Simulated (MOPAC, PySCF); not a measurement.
B2O2, SMILES `O=BB=O`, neutral singlet in the gas phase. 

Cartesian coordinates (Å):
SMILES: O=BB=O
```xyz
4

O     -2.0071    -0.0430    -0.0012
B     -0.8143     0.0682     0.0001
B      0.8143     0.2193    -0.0001
O      2.0071     0.3306     0.0013
```
Charge 0, multiplicity 1.

All levels are single points at this geometry (B3LYP-D3(BJ)/def2-TZVP); Pople sets use spherical d functions. Orbital energies aren't observables, and empty levels follow the basis.

```json
[
 {"level": "M06-2X/def2-TZVP in PySCF", "HOMO (eV)": "-12.54", "LUMO (eV)": "-1.50", "gap (eV)": "11.04", "dipole (D)": "0.00", "vertical IE, Delta-SCF (eV)": "13.83"},
 {"level": "B3LYP/3-21G in PySCF", "HOMO (eV)": "-10.60", "LUMO (eV)": "-2.04", "gap (eV)": "8.56", "dipole (D)": "0.00", "vertical IE, Delta-SCF (eV)": "–"},
 {"level": "B3LYP/6-311+G** in PySCF", "HOMO (eV)": "-10.75", "LUMO (eV)": "-2.73", "gap (eV)": "8.02", "dipole (D)": "0.00", "vertical IE, Delta-SCF (eV)": "–"},
 {"level": "B3LYP/6-31G* in PySCF", "HOMO (eV)": "-10.35", "LUMO (eV)": "-2.22", "gap (eV)": "8.14", "dipole (D)": "0.00", "vertical IE, Delta-SCF (eV)": "13.16"},
 {"level": "SVWN5/6-31G* in PySCF", "HOMO (eV)": "-9.34", "LUMO (eV)": "-3.14", "gap (eV)": "6.20", "dipole (D)": "0.00", "vertical IE, Delta-SCF (eV)": "–"},
 {"level": "HF/6-31G* in PySCF", "HOMO (eV)": "-14.51", "LUMO (eV)": "1.50", "gap (eV)": "16.01", "dipole (D)": "0.00", "vertical IE, Delta-SCF (eV)": "15.71"},
 {"level": "HF/STO-3G in PySCF", "HOMO (eV)": "-11.55", "LUMO (eV)": "6.65", "gap (eV)": "18.21", "dipole (D)": "0.00", "vertical IE, Delta-SCF (eV)": "–"},
 {"level": "PM3 in MOPAC", "HOMO (eV)": "-14.43", "LUMO (eV)": "-0.05", "gap (eV)": "14.38", "dipole (D)": "0.00", "vertical IE, Delta-SCF (eV)": "–"},
 {"level": "PM6 in MOPAC", "HOMO (eV)": "-12.71", "LUMO (eV)": "-0.87", "gap (eV)": "11.84", "dipole (D)": "0.00", "vertical IE, Delta-SCF (eV)": "–"}
]
```
